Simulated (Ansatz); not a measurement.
Reaction: SO3 (sulfur trioxide, SMILES O=S(=O)=O) + H+ → HSO3+ (SMILES O=S(=O)=[OH+])
Each species at its own B3LYP-D3(BJ)/def2-TZVP minimum (Ansatz, a first-principles code), one conformer.

Property: proton affinity (electronic), positive where energy is released, in kJ/mol. UHF or UKS for unpaired electrons; spin-orbit terms are left out. CBS(X,Y): correlation extrapolated as X^-3, Hartree-Fock from the larger set (Q,5: extrapolated as (X+1)exp(-9√X)). A bracket is a step between two methods taken in the basis named. The functionals are non-relativistic, so their misses hold any scalar relativity. '+ core + X2C': CCSD(T) terms for core correlation (cc-pwCVTZ, 1s frozen past Ne) and scalar relativity (cc-pVTZ-DK).

CCSD(T)/CBS(cc-pV(Q+d)Z,cc-pV(5+d)Z) + [CCSDT(Q) - CCSD(T)]/cc-pV(D+d)Z + core + X2C (Ansatz) gives 613.7 kJ/mol.

Task: What does PBE/def2-TZVPD (Ansatz) give here, and how do the other levels compare?

Result: PBE gives 620.0 kJ/mol, 6.3 kJ/mol above it. Differences of the others: r2SCAN/def2-TZVPD (Ansatz) 5.3; B3LYP/def2-TZVPD (Ansatz) 1.5; wB97M-V/def2-TZVPD (Ansatz) -6.4; CCSD(T)/CBS(cc-pV(Q+d)Z,cc-pV(5+d)Z) + core + X2C (Ansatz) -0.6 kJ/mol. Nearer than PBE: r2SCAN/def2-TZVPD, B3LYP/def2-TZVPD, CCSD(T)/CBS(cc-pV(Q+d)Z,cc-pV(5+d)Z) + core + X2C.
